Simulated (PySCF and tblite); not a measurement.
Results of a calculation; reference values are marked as such.
C6H11F3Si, numbered as in [F:1][C:2]([F:3])([F:4])[SiH:5]1[CH2:6][CH2:7][CH2:8][CH2:9][CH2:10]1.

Search: ETKDG and KDG, MMFF94s, GFN2-xTB, 90 starts; geometries at PBE0-D3(BJ)/def2-SVP. Free energies are PBE0-D3(BJ)/def2-SVPD single points with GFN2-xTB rigid-rotor and vibrational terms (modes under about 100 cm⁻¹ blended into free rotors). Symmetry numbers and mirror images are counted. Conformers within 4 kcal/mol (GFN2-xTB free energy) were kept, 5 at most. Of two unlike H on one atom, a is the less shielded (PBE0/pcSseg-1). (PySCF 2.14, tblite 0.8.)

An NOE distance is ⟨r⁻⁶⟩^(−1/6) over all pairs of like atoms and, for the average, over conformers.

The 6-ring runs over atoms 5–6–7–8–9–10.

```tsv
conformer	shape	weight %
1	6-ring chair (C2 axial)	62.3
2	6-ring chair (all substituents equatorial)	37.7
```

(1) Which H–H contacts under 3.5 Å would NOEs report (pairs on one atom left out) at 298.15 K?

(2) In a model where alignment follows shape alone (order matrix 0.0005 × (3G/tr G − 1)/2, G the second moments of the atom positions; splitting J + 2D), what are the one-bond C–H dipolar couplings D?

## Answers

(1) 
```tsv
pair	in 1 (Å)	in 2 (Å)	average (Å)
H7a/H9a ··· H8a	2.50	2.52	2.51
H7b/H9b ··· H8b	2.52	2.50	2.51
H7b/H9b ··· H8a	2.41	3.07	2.55
H7a/H9a ··· H8b	3.07	2.41	2.69
H6b/H10b ··· H7b/H9b	2.77	2.79	2.78
H6a/H10a ··· H7a/H9a	2.78	2.79	2.78
H6b/H10b ··· H8b	2.66	4.33	2.86
H6a/H10a ··· H7b/H9b	2.83	3.38	2.97
H5 ··· H6b/H10b	3.00	3.01	3.00
H6a/H10a ··· H8a	4.33	2.64	3.06
H6b/H10b ··· H7a/H9a	3.38	2.82	3.08
H5 ··· H6a/H10a	3.19	3.67	3.32
```

Longer pairs under the limit may be missing.

(2) H6b/H10b 1.2 Hz (1.5 in conformer 1), H6a/H10a 0.9 Hz (-0.6 in conformer 1), H7a/H9a 0.9 Hz (1.5 in conformer 1), H7b/H9b 0.6 Hz (-0.9 in conformer 1), H8a 1.0 Hz (-0.4 in conformer 1), H8b -0.6 Hz (1.5 in conformer 1).
